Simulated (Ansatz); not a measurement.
Ansatz (an electronic-structure program) input:

Ansatz 0.2 input:
```yaml
crystal:
  periodic: [false, false, false]
  atoms:
    - {symbol: S, position_ang: [-0.79407653, -0.02069915, 0.61353267]}
    - {symbol: S, position_ang: [0.79407653, 0.02069915, -0.61353267]}
    - {symbol: H, position_ang: [-1.69423360, 0.00448942, -0.39988276]}
    - {symbol: H, position_ang: [1.69423360, -0.00448942, 0.39988276]}
basis:
  gaussian:
    orbitals: def2-TZVPD
hamiltonian:
  xc: {name: LC-wPBE}
total_charge: 1
magnetization: {spin_polarized: true, initial_magnetization: 1}
output: {forces: true}
```

Task: Which total energy does the run end on?

Result: -797.04933 Eh (LC-wPBE/def2-TZVPD). The basis has 110 functions.
